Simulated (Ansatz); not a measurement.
Kohn–Sham single points on CH7GaSn, SMILES `[CH3][GaH][SnH3]`.

```yaml
crystal:
  periodic: [false, false, false]
  atoms:
    - {symbol: C, position_ang: [-1.532400, 0.942855, -0.919826]}
    - {symbol: Ga, position_ang: [0.377331, 0.694606, -0.508369]}
    - {symbol: Sn, position_ang: [1.196519, -1.235105, 1.071743]}
    - {symbol: H, position_ang: [-1.676630, 1.378865, -1.910068]}
    - {symbol: H, position_ang: [-2.093551, 0.010669, -0.845992]}
    - {symbol: H, position_ang: [-1.952710, 1.641497, -0.188024]}
    - {symbol: H, position_ang: [1.447992, 1.690074, -1.101865]}
    - {symbol: H, position_ang: [2.423518, -2.187733, 0.348950]}
    - {symbol: H, position_ang: [1.864244, -0.621925, 2.526278]}
    - {symbol: H, position_ang: [-0.054324, -2.313793, 1.527164]}
basis:
  gaussian: {orbitals: def2-TZVPP}
hamiltonian: {xc: {name: r2SCANh}, dispersion: d4}
output: {orbitals: {seedname: orbitals}}
```

```sh
$ ansatz run in.yaml --threads 4 --pin off --events-out ev --progress --plain --max-ram 10444MiB
```

It prints (some lines left out):

```
Functional definition: r2SCANh
1387 factors; their error is unknown
mean field evaluation 1: about -59353.9136 eV, gradient 5.9e1 eV
mean field evaluation 2: about -59346.4588 eV, gradient 7.6e1 eV
mean field evaluation 4: about -59361.1119 eV, gradient 3.1e0 eV
mean field evaluation 8: about -59361.1295 eV, gradient 5.9e-2 eV
mean field evaluation 16: about -59361.2174 eV, gradient 6.4e-5 eV
mean field -59361.21739163 eV, -2181.4845026641 hartree, gradient 6.4e-5 eV, S^2 0.000000; 0 other end points of the search recorded, 0 dependent functions left out
reference -59361.21740785 eV, -2181.4845032600 hartree; 33, 33 occupied and 194, 194 virtual orbitals, 1387 factors
Total energy: -59361.26665816 eV, -2181.4863131757 hartree
```

Run time 2.1 s (4 threads of an Intel Xeon 6975P-C on a shared host); peak host memory 0.62 GiB.

With the line `hamiltonian: {xc: {name: wB97X-V}}` (abridged; 3.6 s):

```
Functional definition: wB97X-V
mean field evaluation 16: about -59355.1153 eV, gradient 6.6e-5 eV
mean field -59355.11531049 eV, -2181.2602553184 hartree, gradient 2.3e-5 eV, S^2 0.000000
Total energy: -59355.11530770 eV, -2181.2602552157 hartree
```

The same input with `hamiltonian: {xc: {name: LC-wPBE}}` (abridged; 1.4 s):

```
Functional definition: LC-wPBE
mean field evaluation 16: about -59354.3868 eV, gradient 5.4e-5 eV
mean field -59354.38679553 eV, -2181.2334828875 hartree, gradient 5.4e-5 eV, S^2 0.000000
Total energy: -59354.38679554 eV, -2181.2334828879 hartree
```

The same input with `hamiltonian: {xc: pbe, dispersion: d4}` and forces (abridged; 1.2 s):

```
Functional definition: PBE
mean field evaluation 16: about -59350.7380 eV, gradient 3.1e-4 eV
mean field -59350.73804153 eV, -2181.0993936509 hartree, gradient 3.2e-5 eV, S^2 0.000000
Total energy: -59350.92719782 eV, -2181.1063450164 hartree
Atom 0 force     0.022450    -0.024723    -0.014470 eV/Å
Atom 1 force     0.079890    -0.013666     0.018719 eV/Å
Atom 2 force    -0.050274     0.088344    -0.080363 eV/Å
Atom 3 force    -0.017139     0.087738    -0.186085 eV/Å
Atom 4 force    -0.102630    -0.176509     0.023096 eV/Å
Atom 5 force    -0.074388     0.132048     0.141126 eV/Å
Atom 6 force     0.067339     0.064294    -0.037106 eV/Å
Atom 7 force     0.120670    -0.094667    -0.059131 eV/Å
Atom 8 force     0.067830     0.048290     0.140935 eV/Å
Atom 9 force    -0.113749    -0.111148     0.053279 eV/Å
Dipole moment:    -0.216468     0.160382    -0.148167 e Å
```

Changing it to `hamiltonian: {xc: hse06, dispersion: d4}` (abridged; 1.6 s):

```
Functional definition: HSE06
mean field evaluation 16: about -59352.3332 eV, gradient 4.2e-5 eV
mean field -59352.33323925 eV, -2181.1580160862 hartree, gradient 4.2e-5 eV, S^2 0.000000
Total energy: -59352.48790353 eV, -2181.1636998933 hartree
```

With the line `hamiltonian: {xc: {name: B97M-V}}` (abridged; 3.7 s):

```
Functional definition: B97M-V
mean field evaluation 16: about -59350.8751 eV, gradient 3.2e-4 eV
mean field -59350.87509335 eV, -2181.1044302127 hartree, gradient 3.3e-5 eV, S^2 0.000000
Total energy: -59350.87517721 eV, -2181.1044332943 hartree
```

HSE06 is the plane-wave form, built on full-range PBE exchange.
